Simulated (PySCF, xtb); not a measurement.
TaO₂F, SMILES [O]=[Ta](=[O])[F], multiplicity 1.

GFN2-xTB (xtb) at its own geometry gives an orbital gap of 1.32 eV and a dipole moment of 6.32 D.

Geometry optimised at B3LYP-D3(BJ)/def2-TZVP. The multiplicity is an assumed one; other spin states were not compared. The def2 effective core potentials stand for the cores of Ta; spin–orbit coupling is left out.

Q: What does PySCF with r2SCAN/def2-TZVPD give? (The exact figures need the calculation; the answer reports its results.)

A: gap 2.54 eV (levels -7.13 and -4.58 eV), dipole 5.76 D.
